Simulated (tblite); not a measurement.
C8H6F (doublet state).
SMILES with atom numbers: `[F:1][C:2]1=[CH:3][C@@H:4]2[C:5]3[C@H:6]1[CH:7]=[CH:8][C@H:9]23` (hydrogens: H10 on C3; H11 on C4; H12 on C6; H13 on C7; H14 on C8; H15 on C9)

Structure used (GFN2-xTB), in Å, numbered top down from 1:
```xyz
15
C8H6F angstrom
F     -1.6754    2.0883   -0.5853
C     -1.2026    0.9078   -0.1690
C     -1.4480   -0.2868   -0.7237
C     -0.7255   -1.2964    0.0276
C     -0.0937   -0.6519    1.1919
C     -0.1656    0.8418    0.9222
C      1.0748    1.1059    0.1016
C      1.6056   -0.0437   -0.3366
C      0.8927   -1.1734    0.2291
H     -2.0875   -0.4839   -1.5639
H     -1.0333   -2.3283   -0.0124
H     -0.3307    1.5155    1.7596
H      1.3814    2.1041   -0.1553
H      2.4528   -0.1436   -0.9921
H      1.3506   -2.1474    0.2844
```

Computed values, GFN2-xTB/tblite, gas phase, harmonic and unscaled. Against measured fundamentals such values can be off by several per cent, at times by over 20. One conformer, not necessarily the lowest. Open shells enter through the occupations alone, without spin polarisation, and single modes of such species can be off by tens of per cent.

Harmonic wavenumbers (cm⁻¹): 159.9, 260.1, 340.0, 381.8, 508.2, 530.6, 534.4, 628.4, 689.5, 724.8, 769.7, 804.0, 815.7, 851.6, 864.3, 919.0, 930.2, 967.0, 994.5, 1023.8, 1038.7, 1075.3, 1095.5, 1126.0, 1155.9, 1191.1, 1210.3, 1235.6, 1280.1, 1308.0, 1363.4, 1586.6, 1631.2, 3006.3, 3093.6, 3101.4, 3119.2, 3134.3, 3144.3.

A = 3262, B = 1886, C = 1486 MHz; mass 121.045 u (most abundant isotopes); point group C1, symmetry number 1; spin multiplicity 2.

What is the zero-point energy?

Half the sum of the wavenumbers: 24297 cm⁻¹ = 290.66 kJ/mol.

Give the ideal-gas entropy at 200 K and 1 bar in the rigid-rotor, harmonic-oscillator model (classical rotation).

Translation 160.37, rotation 111.98, vibration 21.88, spin (R ln 2) 5.76: S = 300.0 J/(mol K).

And Cp and H(200 K) − H(0)?

Cp = 77.34 J/(mol K), of which vibrations give 44.08 (their classical limit is 39 R = 324.3); H(200 K) − H(0) = 9.66 kJ/mol without the zero-point energy, 3.01 from vibrations.

How do the functions run with temperature in this model?

```tsv
T (K)	S (J/(mol K))	Cp (J/(mol K))	H − H(0) (kJ/mol)	G − H(0) (kJ/mol)	ln q(vib)
100	259.8	45.1	3.68	-22.30	0.14
300	339.4	120.4	19.52	-82.29	1.92
500	419.5	194.5	51.53	-158.23	4.94
800	526.0	256.1	120.21	-300.57	10.19
1000	585.8	280.0	173.96	-411.89	13.65
```

q(vib) and H(0) count from the zero-point level.

Which modes carry the vibrational entropy at 200 K?

159.9 cm⁻¹: 7.59; 260.1 cm⁻¹: 4.22; 340.0 cm⁻¹: 2.68; 381.8 cm⁻¹: 2.12; 508.2 cm⁻¹: 1.02; 530.6 cm⁻¹: 0.90 J/(mol K); the other 33 give 3.34 together.

What must be added to the electronic energy to get the Gibbs energy at 200 K and 1 bar?

ZPE + [H(200 K) − H(0)] − T·S = 290.66 + 9.66 − 60.00 = 240.32 kJ/mol.

Hindered rotation and anharmonicity are outside this model. Other conformers, if any are populated, would add a mixing term that is left out. The structure is chiral; the term R ln 2 for an equal mix with its mirror image is left out.
